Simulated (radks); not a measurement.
The numbers below are computed, except where a source is named.
Species: Co-. Configuration: [Ar] 3d8 4s2. Code: a radial shooting solver on a logarithmic mesh with Libxc functionals. Model: non-relativistic Kohn-Sham, r2SCAN, spin-polarised, spherical densities, point nucleus; open shells are filled with parallel spins first; meta-GGA in the generalised Kohn-Sham scheme; hard spherical wall at 12 bohr.

Normalised radial functions P(r) = r R(r), r in bohr:

r,3p down,3d down,4p down
0.004257,0.0037,0.0000,0.0003
0.006506,0.0083,0.0000,0.0007
0.009862,0.0183,0.0001,0.0016
0.01495,0.0393,0.0005,0.0033
0.02266,0.0814,0.0016,0.0069
0.03463,0.1618,0.0052,0.0138
0.05249,0.2925,0.0156,0.0249
0.07957,0.4661,0.0438,0.0395
0.1206,0.6052,0.1119,0.0510
0.1843,0.5231,0.2548,0.0431
0.2794,0.0381,0.4812,0.0003
0.4235,-0.7172,0.7370,-0.0630
0.642,-1.1768,0.8816,-0.0887
0.9811,-0.9450,0.7985,-0.0264
1.487,-0.4186,0.5707,0.0965
2.254,-0.0950,0.3467,0.2323
3.417,-0.0096,0.1929,0.3439
5.222,-0.0003,0.1028,0.4071
7.916,0.0000,0.0501,0.3452
12,0.0000,0.0000,0.0000

3p down: eigenvalue -54.833 eV, 1 radial node at r = 0.286 bohr, <r> = 0.828 bohr, 90 % of the charge inside 1.28 bohr. 3d down: eigenvalue 2.846 eV, 0 radial nodes, <r> = 1.37 bohr, 90 % of the charge inside 2.60 bohr. 4p down (empty): eigenvalue 3.463 eV, 2 radial nodes at r = 0.280, 1.09 bohr, <r> = 5.91 bohr, 90 % of the charge inside 8.82 bohr.
